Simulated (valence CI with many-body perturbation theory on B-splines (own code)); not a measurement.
## Level structure of Ta66+

Calculated by configuration interaction combined with many-body perturbation theory (CI+MBPT): five valence electrons over a frozen Dirac-Fock core [He], radial functions for each j: 9 s, 9 p, 8 d, 6 f, 3 g, 1 h, with the one-electron correlation potential Σ1 (screened to all orders), the two-electron term Σ2, the three-electron term Σ3, Breit, model QED; selected single and double excitations, second order for the rest, scaled by the run's own slope (own B-spline code, finite nucleus).

The last digits are not significant, and no measured levels were compared; by estimate large intervals hold to a few tenths of a per cent, small ones and those within an open d or f shell to about a per cent. Among the levels kept, up to 4100 cm⁻¹ of a level comes from second order outside the variational space, and about a tenth of that is noise between levels of different J, which matters for small intervals.

Levels 1 to 45 of 59, with energies above the lowest level, (2s^2 2p1/2^2 2p3/2) J=3/2. "Leading %" is the weight of the configuration and term that name the level; weights of strongly mixed levels are sums over their largest components and can fall short, so below about 35 % the name and the second component can differ from the true leading terms, or belong to a minority configuration. In the jj column 3d3/2^4 stands for four electrons in 3d with j = 3/2. Lifetimes count E1, E2, E3, M1 and M2 decay at the calculated energies, and are blank where another channel may lead or the interval is too uncertain; long ones can be off by a factor of two.

```
No.  Configuration  Term    J  E (× 10³ cm⁻¹)  Leading %                      Leading jj  Lifetime     Second component
  1        2s2 2p3   2P°  3/2            0.00         49      2s^2 2p1/2^2 2p3/2 (100 %)               27 % 2s2 2p3 2D°
  2        2s2 2p3   4S°  3/2           10503         55      2s^2 2p1/2 2p3/2^2 (100 %)   48.4 ps     44 % 2s2 2p3 2D°
  3        2s2 2p3   2D°  5/2           10689        100      2s^2 2p1/2 2p3/2^2 (100 %)    282 ps                     
  4        2s2 2p3   2P°  1/2           11104        100      2s^2 2p1/2 2p3/2^2 (100 %)   86.5 ps                     
  5         2s 2p4    4P  5/2           13237         70      2s 2p1/2^2 2p3/2^2 (100 %)    386 fs       30 % 2s 2p4 2D
  6         2s 2p4    2S  1/2           14078         65      2s 2p1/2^2 2p3/2^2 (100 %)    105 fs       26 % 2s 2p4 4P
  7         2s 2p4    2P  3/2           14088         52      2s 2p1/2^2 2p3/2^2 (100 %)   56.6 fs       35 % 2s 2p4 2D
  8        2s2 2p3   2P°  3/2           21629         51             2s^2 2p3/2^3 (99 %)   13.8 ps     28 % 2s2 2p3 2D°
  9         2s 2p4    4P  3/2           23960         85        2s 2p1/2 2p3/2^3 (100 %)    117 fs       10 % 2s 2p4 2D
 10         2s 2p4    2D  5/2           24290         70        2s 2p1/2 2p3/2^3 (100 %)    117 fs       30 % 2s 2p4 4P
 11         2s 2p4    2P  1/2           24803         64        2s 2p1/2 2p3/2^3 (100 %)   46.4 fs       35 % 2s 2p4 4P
 12         2s 2p4    2D  3/2           24871         55        2s 2p1/2 2p3/2^3 (100 %)   46.8 fs       44 % 2s 2p4 2P
 13            2p5   2P°  3/2           27888         99          2p1/2^2 2p3/2^3 (99 %)   39.0 fs                     
 14         2s 2p4    4P  1/2           35454         39              2s 2p3/2^4 (100 %)   54.8 fs       35 % 2s 2p4 2S
 15            2p5   2P°  1/2           38630        100           2p1/2 2p3/2^4 (100 %)   28.9 fs                     
 16     2s2 2p2 3s    4P  1/2           69112         46         2s^2 2p1/2^2 3s (100 %)   4.79 fs   32 % 2s2 2p2 3s 2S
 17     2s2 2p2 3p   2P°  1/2           69943         46      2s^2 2p1/2^2 3p1/2 (100 %)    369 fs  38 % 2s2 2p2 3p 4D°
 18     2s2 2p2 3p   2P°  3/2           73168         35      2s^2 2p1/2^2 3p3/2 (100 %)    348 fs  20 % 2s2 2p2 3p 4D°
 19     2s2 2p2 3d    2D  3/2           73888         43      2s^2 2p1/2^2 3d3/2 (100 %)   4.08 fs   32 % 2s2 2p2 3d 4F
 20     2s2 2p2 3d    2D  5/2           74792         36      2s^2 2p1/2^2 3d5/2 (100 %)    733 as   18 % 2s2 2p2 3d 4D
 21     2s2 2p2 3s    4P  3/2           79737         88     2s^2 2p1/2 2p3/2 3s (100 %)   7.32 fs   10 % 2s2 2p2 3s 2P
 22     2s2 2p2 3s    2P  1/2           79819         67     2s^2 2p1/2 2p3/2 3s (100 %)   3.38 fs   33 % 2s2 2p2 3s 4P
 23     2s2 2p2 3s    2D  5/2           79895         65     2s^2 2p1/2 2p3/2 3s (100 %)   6.62 fs   35 % 2s2 2p2 3s 4P
 24     2s2 2p2 3s    2D  3/2           79950         64     2s^2 2p1/2 2p3/2 3s (100 %)   3.59 fs   35 % 2s2 2p2 3s 2P
 25     2s2 2p2 3p   4P°  1/2           80557         49  2s^2 2p1/2 2p3/2 3p1/2 (100 %)    574 fs  28 % 2s2 2p2 3p 4D°
 26     2s2 2p2 3p   4D°  3/2           80607         55  2s^2 2p1/2 2p3/2 3p1/2 (100 %)    496 fs  22 % 2s2 2p2 3p 2D°
 27     2s2 2p2 3p   2F°  5/2           80715         50  2s^2 2p1/2 2p3/2 3p1/2 (100 %)    381 fs  30 % 2s2 2p2 3p 2D°
 28     2s2 2p2 3p   2P°  3/2           81046         43   2s^2 2p1/2 2p3/2 3p1/2 (99 %)    228 fs  25 % 2s2 2p2 3p 2D°
 29      2s 2p3 3s   4P°  5/2           82135         48      2s 2p1/2^2 2p3/2 3s (98 %)   9.52 fs   26 % 2s 2p3 3s 6S°
 30      2s 2p3 3s   2P°  3/2           82368         35      2s 2p1/2^2 2p3/2 3s (98 %)   4.03 fs   24 % 2s 2p3 3s 4S°
 31      2s 2p3 3s   2P°  1/2           82895         42      2s 2p1/2^2 2p3/2 3s (97 %)   3.90 fs   30 % 2s 2p3 3s 4D°
 32      2s 2p3 3s   2P°  3/2           82972         38      2s 2p1/2^2 2p3/2 3s (98 %)   8.39 fs   20 % 2s 2p3 3s 4S°
 33      2s 2p3 3p    4P  3/2           83045         30   2s 2p1/2^2 2p3/2 3p1/2 (99 %)   5.05 fs    21 % 2s 2p3 3p 6P
 34      2s 2p3 3p    2D  5/2           83052         26   2s 2p1/2^2 2p3/2 3p1/2 (99 %)   1.99 fs    19 % 2s 2p3 3p 4D
 35     2s2 2p2 3p   4D°  5/2           83717         52   2s^2 2p1/2 2p3/2 3p3/2 (99 %)    242 fs  34 % 2s2 2p2 3p 4P°
 36      2s 2p3 3p    2P  1/2           83735         36   2s 2p1/2^2 2p3/2 3p1/2 (99 %)   1.82 fs    18 % 2s 2p3 3p 4P
 37      2s 2p3 3p    2D  3/2           83748         35   2s 2p1/2^2 2p3/2 3p1/2 (99 %)   2.64 fs    21 % 2s 2p3 3p 4F
 38     2s2 2p2 3p   2P°  1/2           83754         36   2s^2 2p1/2 2p3/2 3p3/2 (98 %)    111 fs  30 % 2s2 2p2 3p 4P°
 39     2s2 2p2 3p   2D°  3/2           83789         53  2s^2 2p1/2 2p3/2 3p3/2 (100 %)    243 fs  21 % 2s2 2p2 3p 4P°
 40     2s2 2p2 3p   2F°  7/2           83843         65  2s^2 2p1/2 2p3/2 3p3/2 (100 %)    279 fs  35 % 2s2 2p2 3p 4D°
 41     2s2 2p2 3p   4S°  3/2           84011         31   2s^2 2p1/2 2p3/2 3p3/2 (98 %)    229 fs  31 % 2s2 2p2 3p 2P°
 42     2s2 2p2 3p   2D°  5/2           84073         66  2s^2 2p1/2 2p3/2 3p3/2 (100 %)    268 fs  16 % 2s2 2p2 3p 2F°
 43     2s2 2p2 3p   2P°  1/2           84259         86   2s^2 2p1/2 2p3/2 3p3/2 (99 %)    143 fs   7 % 2s2 2p2 3p 4D°
 44     2s2 2p2 3d    4F  3/2           84535         43   2s^2 2p1/2 2p3/2 3d3/2 (99 %)   2.23 fs   26 % 2s2 2p2 3d 2P
 45     2s2 2p2 3d    4F  5/2           84546         53   2s^2 2p1/2 2p3/2 3d3/2 (99 %)   5.84 fs   38 % 2s2 2p2 3d 2F
```

The ionisation energy to 2s2 2p2 3P_0 of the next ion comes out as 16154 eV (NIST: 16150 ± 40 eV (theoretical)). All 59 levels together are meant to be complete up to 86211 × 10³ cm⁻¹.
